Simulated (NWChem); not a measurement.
# C₂H₂I₂; SMILES C=C(I)I

```xyz
6

C      0.0000     0.0000    -2.2098
C      0.0000     0.0000    -0.8784
I     -1.7852     0.0000     0.2271
I      1.7852     0.0000     0.2271
H      0.9381     0.0000    -2.7712
H     -0.9381     0.0000    -2.7712
```
Atoms are numbered in this order, from 1.

Program: NWChem. Pople sets run with spherical d functions. Structure relaxed at the PBE0/def2-SVP (def2 core potentials past Kr) level.

**Question.** Order these by “highest occupied level (eV)”, lowest first: PBE0/3-21G, non-relativistic; PBE0/6-311G**, non-relativistic; PBE0/STO-3G, non-relativistic.

**Answer.** PBE0/6-311G**, non-relativistic (-7.20), PBE0/3-21G, non-relativistic (-6.97), PBE0/STO-3G, non-relativistic (-4.99)
